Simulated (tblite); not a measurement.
Compound: C₆H₁₆BP.
Atom-mapped SMILES: `[BH3-:1][P+:2]1([CH2:3][CH3:4])[CH2:5][CH2:6][CH2:7][CH2:8]1` (hydrogens: H9, H10, H11 on B1; H12, H13 on C3; H14, H15, H16 on C4; H17, H18 on C5; H19, H20 on C6; H21, H22 on C7; H23, H24 on C8)

Computed with GFN2-xTB (tblite), gas phase: L-BFGS steps from a force-field or distance-geometry start until the largest atomic force falls under 0.01 eV/Å.

Step 14: E = -674.1962 eV
```
atom  x, y, z in Å  |  force x, y, z in eV/Å
B1      0.8927    1.9038   -1.1521   -0.041  -0.032   0.011
P2      0.2300    0.4610   -0.0624    0.064   0.075  -0.034
C3      1.3948   -0.2511    1.1852   -0.012   0.019   0.028
C4      2.6513   -0.7584    0.4921    0.056  -0.015  -0.046
C5     -1.3324    0.8006    0.8773    0.012   0.055  -0.008
C6     -2.3097   -0.3357    0.5747    0.017  -0.021   0.033
C7     -1.9929   -0.8513   -0.8258    0.000   0.009  -0.053
C8     -0.4782   -1.0069   -0.9402    0.037  -0.012  -0.009
H9     -0.0780    2.2847   -1.7233   -0.093   0.043  -0.088
H10     1.3444    2.7133   -0.4086   -0.013   0.026   0.120
H11     1.7071    1.4400   -1.8814    0.055  -0.100  -0.035
H12     0.9094   -1.0282    1.7802   -0.007  -0.046  -0.031
H13     1.6566    0.5790    1.8466   -0.003  -0.005   0.070
H14     3.0887    0.0491   -0.0873    0.045   0.061  -0.045
H15     2.4304   -1.5738   -0.1916   -0.096  -0.060  -0.034
H16     3.3961   -1.1129    1.2017   -0.048   0.025   0.104
H17    -1.1569    0.9323    1.9462    0.050  -0.031  -0.011
H18    -1.7088    1.7478    0.4857   -0.054   0.026  -0.007
H19    -2.1937   -1.1443    1.2973    0.085  -0.028   0.039
H20    -3.3430    0.0101    0.6313    0.000   0.007   0.026
H21    -2.3302   -0.1185   -1.5588   -0.022   0.053  -0.038
H22    -2.5086   -1.7922   -1.0226    0.005  -0.018  -0.028
H23    -0.1319   -1.9339   -0.4762   -0.024   0.013   0.027
H24    -0.1490   -0.9946   -1.9804   -0.016  -0.046   0.009
```

Step 15: E = -674.2001 eV
```
atom  x, y, z in Å  |  force x, y, z in eV/Å
B1      0.8940    1.9067   -1.1556   -0.033  -0.003  -0.006
P2      0.2288    0.4643   -0.0681    0.101   0.099  -0.005
C3      1.3860   -0.2502    1.1826    0.096  -0.020   0.047
C4      2.6462   -0.7572    0.4938    0.081  -0.031  -0.070
C5     -1.3289    0.7990    0.8765   -0.051   0.065   0.000
C6     -2.3064   -0.3378    0.5771    0.020  -0.040   0.024
C7     -1.9909   -0.8495   -0.8259   -0.030   0.016  -0.038
C8     -0.4761   -1.0062   -0.9387   -0.017  -0.047  -0.031
H9     -0.0741    2.2893   -1.7321   -0.082   0.030  -0.074
H10     1.3425    2.7185   -0.4109   -0.021   0.003   0.108
H11     1.7119    1.4445   -1.8835    0.043  -0.097  -0.018
H12     0.9011   -1.0330    1.7720   -0.014  -0.016  -0.042
H13     1.6543    0.5723    1.8511   -0.045   0.007   0.058
H14     3.0866    0.0476   -0.0886    0.028   0.061  -0.015
H15     2.4281   -1.5731   -0.1907   -0.096  -0.065  -0.023
H16     3.3906   -1.1110    1.2059   -0.079   0.038   0.081
H17    -1.1498    0.9291    1.9449    0.053  -0.022  -0.010
H18    -1.7150    1.7425    0.4880   -0.040   0.071  -0.011
H19    -2.1818   -1.1458    1.2995    0.058  -0.034   0.021
H20    -3.3413    0.0062    0.6381    0.041  -0.014   0.028
H21    -2.3263   -0.1110   -1.5550   -0.020   0.033  -0.032
H22    -2.5085   -1.7891   -1.0273    0.015   0.003  -0.024
H23    -0.1339   -1.9296   -0.4664   -0.008  -0.010   0.037
H24    -0.1488   -1.0070   -1.9789   -0.001  -0.027  -0.006
```

Step 16: E = -674.2042 eV
```
atom  x, y, z in Å  |  force x, y, z in eV/Å
B1      0.8950    1.9102   -1.1599   -0.012   0.044  -0.038
P2      0.2290    0.4691   -0.0743    0.091   0.075   0.029
C3      1.3783   -0.2496    1.1804    0.172  -0.046   0.041
C4      2.6419   -0.7564    0.4942    0.074  -0.034  -0.069
C5     -1.3259    0.7985    0.8755   -0.091   0.058   0.000
C6     -2.3022   -0.3409    0.5801    0.029  -0.043   0.005
C7     -1.9892   -0.8471   -0.8266   -0.044   0.021  -0.010
C8     -0.4741   -1.0059   -0.9374   -0.062  -0.057  -0.037
H9     -0.0712    2.2949   -1.7431   -0.044   0.005  -0.041
H10     1.3399    2.7243   -0.4115   -0.036  -0.034   0.071
H11     1.7178    1.4478   -1.8861    0.008  -0.074   0.018
H12     0.8917   -1.0384    1.7623   -0.011   0.020  -0.055
H13     1.6509    0.5651    1.8571   -0.076   0.010   0.042
H14     3.0847    0.0472   -0.0903    0.010   0.038   0.018
H15     2.4238   -1.5736   -0.1901   -0.076  -0.048   0.002
H16     3.3832   -1.1083    1.2120   -0.093   0.041   0.039
H17    -1.1410    0.9253    1.9433    0.048  -0.004  -0.014
H18    -1.7226    1.7383    0.4904   -0.020   0.102  -0.007
H19    -2.1677   -1.1482    1.3022    0.029  -0.031  -0.007
H20    -3.3386    0.0016    0.6461    0.080  -0.040   0.032
H21    -2.3225   -0.1022   -1.5515   -0.015   0.004  -0.016
H22    -2.5081   -1.7857   -1.0330    0.022   0.027  -0.022
H23    -0.1363   -1.9251   -0.4548    0.002  -0.023   0.038
H24    -0.1486   -1.0210   -1.9775    0.015  -0.009  -0.017
```

Step 17: E = -674.2081 eV
```
atom  x, y, z in Å  |  force x, y, z in eV/Å
B1      0.8957    1.9144   -1.1649    0.009   0.077  -0.063
P2      0.2304    0.4747   -0.0796    0.038   0.013   0.051
C3      1.3738   -0.2497    1.1789    0.173  -0.043   0.010
C4      2.6390   -0.7561    0.4933    0.039  -0.024  -0.044
C5     -1.3242    0.7992    0.8744   -0.085   0.040  -0.006
C6     -2.2976   -0.3445    0.5831    0.037  -0.026  -0.013
C7     -1.9881   -0.8445   -0.8276   -0.034   0.020   0.016
C8     -0.4730   -1.0063   -0.9367   -0.072  -0.038  -0.023
H9     -0.0693    2.3005   -1.7546    0.005  -0.021  -0.004
H10     1.3365    2.7291   -0.4104   -0.048  -0.065   0.023
H11     1.7236    1.4491   -1.8881   -0.029  -0.039   0.054
H12     0.8826   -1.0434    1.7518    0.002   0.047  -0.064
H13     1.6463    0.5584    1.8640   -0.085   0.007   0.025
H14     3.0833    0.0475   -0.0917   -0.003   0.005   0.041
H15     2.4179   -1.5751   -0.1896   -0.041  -0.022   0.025
H16     3.3743   -1.1049    1.2190   -0.074   0.026  -0.005
H17    -1.1315    0.9215    1.9415    0.032   0.018  -0.021
H18    -1.7304    1.7361    0.4926    0.002   0.109   0.005
H19    -2.1532   -1.1512    1.3048    0.006  -0.026  -0.036
H20    -3.3346   -0.0035    0.6546    0.093  -0.063   0.037
H21    -2.3192   -0.0935   -1.5486   -0.010  -0.021   0.002
H22    -2.5074   -1.7821   -1.0390    0.017   0.043  -0.019
H23    -0.1387   -1.9210   -0.4430    0.002  -0.023   0.028
H24    -0.1482   -1.0349   -1.9765    0.026   0.007  -0.017
```

Question: Estimate the geometry and energy of step 18. (The exact step hangs on the optimiser's Hessian estimate; all steps are aligned on step 17, rigid shifts and turns removed.)

Answer: E = -674.2111 eV, largest force 0.107 eV/Å
```
atom  x, y, z in Å  |  force x, y, z in eV/Å
B1      0.8961    1.9187   -1.1696    0.013   0.066  -0.056
P2      0.2321    0.4788   -0.0826   -0.022  -0.040   0.041
C3      1.3736   -0.2502    1.1780    0.094  -0.011  -0.025
C4      2.6379   -0.7564    0.4917    0.000  -0.008  -0.010
C5     -1.3244    0.8007    0.8733   -0.039   0.024  -0.013
C6     -2.2934   -0.3474    0.5850    0.040  -0.001  -0.020
C7     -1.9879   -0.8421   -0.8283   -0.006   0.012   0.025
C8     -0.4731   -1.0072   -0.9366   -0.043  -0.007   0.001
H9     -0.0685    2.3041   -1.7632    0.035  -0.033   0.017
H10     1.3330    2.7311   -0.4084   -0.048  -0.071  -0.013
H11     1.7272    1.4486   -1.8884   -0.047  -0.008   0.070
H12     0.8766   -1.0463    1.7429    0.015   0.050  -0.059
H13     1.6417    0.5537    1.8698   -0.070   0.003   0.012
H14     3.0828    0.0481   -0.0923   -0.002  -0.020   0.042
H15     2.4124   -1.5767   -0.1889   -0.007  -0.002   0.034
H16     3.3665   -1.1020    1.2244   -0.027  -0.002  -0.030
H17    -1.1240    0.9191    1.9396    0.012   0.037  -0.024
H18    -1.7363    1.7369    0.4943    0.019   0.091   0.017
H19    -2.1423   -1.1538    1.3061    0.000  -0.023  -0.053
H20    -3.3300   -0.0083    0.6614    0.070  -0.071   0.040
H21    -2.3173   -0.0876   -1.5467   -0.009  -0.030   0.013
H22    -2.5065   -1.7788   -1.0437    0.001   0.040  -0.016
H23    -0.1406   -1.9184   -0.4342   -0.006  -0.013   0.012
H24    -0.1476   -1.0447   -1.9760    0.027   0.017  -0.005
```

The energy changes by -0.0030 eV. The first-order estimate −F·Δx gives -0.0043 eV and the mean of the old and new forces, exact on a quadratic surface, -0.0030 eV. The step makes an angle of 70° with the force vector and moves no atom by more than 0.011 Å.

The cost below is that of the whole relaxation. The run took 0.86 s wall on one thread, Arm Neoverse V1 (aarch64), on a shared host.
